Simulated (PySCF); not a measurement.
A rate constant, worked out

An elementary step of AlNH$_{3}$ClO, closed shell (AlNH₃ClO ([NH2][Al]([OH])[Cl]) → AlClO + NH₃ (still joined by a long Al–N bond); Al–N, O–H broken or loosened, N–H formed or tightened). The start structure is the reactant molecule, and the electronic barrier above it is 2.372 eV by CCSD(T) at an estimated basis limit (MP2 extrapolated from triple and quadruple zeta, plus CCSD(T) − MP2 in triple zeta). Program: PySCF 2.14 with density fitting (its default auxiliary sets; JK sets also for MP2 and CCSD(T)). Basis: def2-TZVPP and def2-QZVPP. Cores are frozen in the correlated methods. Extrapolation: Hartree–Fock as exp(−7.88 √X), correlation as X^−2.97. Harmonic wavenumbers (analytic Hessian with the translational sum rule) at PBE0-D4/def2-TZVP (PySCF 2.14 with density fitting (its default auxiliary sets; JK sets also for MP2 and CCSD(T))), in cm⁻¹:

Start: 174, 210, 248, 259, 355, 377, 492, 588, 672, 825, 931, 1566, 3618, 3710, 3976.

Saddle: 1084i, 178, 182, 383, 386, 566, 681, 731, 812, 1035, 1524, 1554, 2007, 3544, 3635.

(1) Work out the transition-state-theory rate constant at 800 K from these numbers alone (harmonic vibrations; rotation, path degeneracy and anharmonicity left out), and the Wigner tunnelling factor. Use 1 cm⁻¹ = 1.2398 × 10⁻⁴ eV and k_B = 8.617 × 10⁻⁵ eV/K.

No T1 diagnostic of these runs exceeds 0.021.

Results:

(1) Zero-point energies, half the sums: start 18001/2 cm⁻¹ = 1.1159 eV; saddle, real modes only, 17218/2 cm⁻¹ = 1.0674 eV.
Barrier with zero-point energy: 2.372 + 1.0674 − 1.1159 = 2.3235 eV.
k_BT = 0.06894 eV, so the barrier is 33.70 k_BT.
Vibrational partition functions from the zero-point level, ln q = −Σ ln(1 − exp(−hν/k_BT)): start 7.784, saddle 5.663.
k = (k_BT/h) exp(ln q‡ − ln q) exp(−E0/k_BT), with log₁₀(k_BT/h in s⁻¹) = 13.22: log₁₀ k = 13.22 + (-2.121 − 33.70)/2.3026 = -2.34, so k ≈ 5 × 10^(-3) s⁻¹.
Wigner factor: 1 + (hν‡/k_BT)²/24 = 1 + (1.95)²/24 = 1.16. A change of 1 kcal/mol (0.043 eV) in the barrier would change k by a factor of 1.9 at this temperature.

Labels in which every atom is bracketed show which atoms are joined, not bond orders.

For scale, one of the runs: CCSD(T)/def2-TZVPP, 188 basis functions, launched by `OMP_NUM_THREADS=4 python run.py`. Hardware: 4 CPU threads of an INTEL XEON PLATINUM 8581C, shared host. Wall time 2.6 min; peak host memory 2.1 GiB.
